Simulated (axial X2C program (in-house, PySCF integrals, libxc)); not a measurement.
# Outer orbitals of CdH at 1.771 Å, BP86

All values were computed with an in-house all-electron X2C program for linear molecules (integrals from PySCF). Spin-free means the one-electron spin-free X2C Hamiltonian; two-component (2c) means X2C with spin–orbit coupling and atomic mean-field two-electron Coulomb and Gaunt terms, so the difference of the two also holds small scalar two-electron terms. Basis: Cd dyall-cv3z [12s12p8d5f3g], H dyall-v3z [6s2p1d] (cores contracted in-house); Gaussian nuclei, density fitting, unrestricted open shells. Masses: Cd 113.903 u, H 1.008 u.

The distance is close to the 2c PBE0 minimum; the highest filled and lowest empty levels are listed.

Spin-free orbitals, state M_S = 1/2, Λ = 0 (beyond evenly filled blocks: σα) (Löwdin shares):

```
symmetry  occupied  ε (eV)             atomic character
      σα       yes  -12.95             93% Cd d, 6% H s
      σβ       yes  -12.74             94% Cd d, 4% H s
     δ+α       yes  -12.60                    100% Cd d
     δ-α       yes  -12.60                    100% Cd d
     π-α       yes  -12.56                     99% Cd d
     π+α       yes  -12.56                     99% Cd d
     δ+β       yes  -12.54                    100% Cd d
     δ-β       yes  -12.54                    100% Cd d
     π-β       yes  -12.45                     99% Cd d
     π+β       yes  -12.45                     99% Cd d
      σα       yes   -8.08   46% H s, 45% Cd s, 5% Cd d
      σβ       yes   -7.50   50% Cd s, 42% H s, 4% Cd p
      σα       yes   -4.62  42% Cd p, 36% Cd s, 17% H s
      σβ        no   -3.49  42% Cd p, 33% Cd s, 19% H s
     π-α        no   -1.67             98% Cd p, 2% H p
     π+α        no   -1.67             98% Cd p, 2% H p
     π+β        no   -1.36             98% Cd p, 2% H p
     π-β        no   -1.36             98% Cd p, 2% H p
```

Spinors with spin–orbit coupling (state Ω = 1/2):

```tsv
ω	occupied	ε (eV)	atomic character	λ mixture
1/2	yes	-13.13	95% Cd d, 4% H s	76% σ, 24% π
-1/2	yes	-13.04	97% Cd d, 2% H s	54% σ, 46% π
-3/2	yes	-12.98	100% Cd d	86% δ, 14% π
3/2	yes	-12.94	100% Cd d	79% δ, 21% π
1/2	yes	-12.42	97% Cd d	75% π, 25% σ
-1/2	yes	-12.42	97% Cd d, 2% H s	54% π, 46% σ
5/2	yes	-12.35	100% Cd d	100% δ
3/2	yes	-12.31	100% Cd d	79% π, 21% δ
-5/2	yes	-12.28	100% Cd d	100% δ
-3/2	yes	-12.23	99% Cd d	86% π, 14% δ
1/2	yes	-8.07	46% H s, 45% Cd s, 5% Cd d	100% σ
-1/2	yes	-7.50	50% Cd s, 42% H s, 4% Cd p	100% σ
1/2	yes	-4.62	42% Cd p, 36% Cd s, 17% H s	100% σ
-1/2	no	-3.49	42% Cd p, 33% Cd s, 19% H s	100% σ
-1/2	no	-1.74	97% Cd p, 2% H p	100% π
3/2	no	-1.60	98% Cd p, 2% H p	100% π
1/2	no	-1.43	98% Cd p, 2% H p	100% π
```

Mulliken charges and populations of the two-component result (they depend on the basis, above all on diffuse functions):

Cd 0.18 e (s 9.49 p 18.37 d 19.96), H -0.18 e (s 1.16 p 0.02). ⟨Lz⟩ = 0.00 ħ and ⟨Sz⟩ = 0.50 ħ (0.31 and 0.19 on the two atoms), which add up to Ω.

One determinant describes the state; a PBE0 search over occupations chose it and may have missed a lower one. Density functionals use the spin component along the axis (collinear).
